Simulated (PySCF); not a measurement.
C4H6F3SSi (doublet state).
Structure used (GFN2-xTB), in Å, numbered top down from 1:
```xyz
15
C4H6F3SSi angstrom
F      3.5212    1.2445    0.0823
C      2.4102    0.5412    0.2937
F      2.4887   -0.5517   -0.4795
F      2.4509    0.1075    1.5595
S      0.9456    1.5384   -0.0573
C     -0.3427    0.3240    0.7925
C     -0.3028   -0.9877    0.2182
C     -1.3011   -0.9685   -0.8824
Si    -2.0374    0.6217   -0.0813
H     -0.0952    0.4573    1.8397
H      0.2946   -1.8258    0.5310
H     -1.8867   -1.8838   -0.9639
H     -0.8467   -0.7978   -1.8623
H     -2.1660    1.8366   -0.8729
H     -3.1370    0.3521    0.8382
```

The hyperfine couplings belong to this conformer and change with its torsions.

Identity: `FC(F)(F)S[C@@H]1[CH]C[SiH2]1` [radical].

Method used: PySCF, UKS B3LYP, pcH-1 on C F H S Si, non-relativistic, mean-field spin-orbit, GIAO. One conformer (not necessarily the lowest) at the GFN2-xTB geometry, without solvent, vibrations or thermal averaging. A GFN2-xTB geometry isn't a minimum of the functional, and hyperfine couplings can be far from their values at a DFT geometry. No stability test was run, so a lower SCF solution isn't excluded.

Largest spin populations (Mulliken): C7 (+0.86), S5 (+0.21), C6 (-0.09) and C8 (-0.07). The angles at C7 add up to 360.0°, so it is planar; its axial dipolar tensor and the negative coupling of its proton fit spin in a p orbital normal to that plane.

(1) Find Q in a(H) = Q·ρ(C) for the protons on the planar carbons that carry spin.

Answers

(1) 
```csv
H,C,ρ(C),a(H) (G),a/ρ (G)
H11,C7,+0.860,-18.91,-22.0
```

One proton gives one ratio, Q = -22.0 G, and no test of linearity.

Couplings in gauss use g_iso = 2.0035.

On one thread, Arm Neoverse V2 (aarch64), shared host with 96 logical CPUs at a one-minute load of 85, this took 2.6 min (with the writing of density and orbital grids) and 1.1 GiB of memory at its peak.
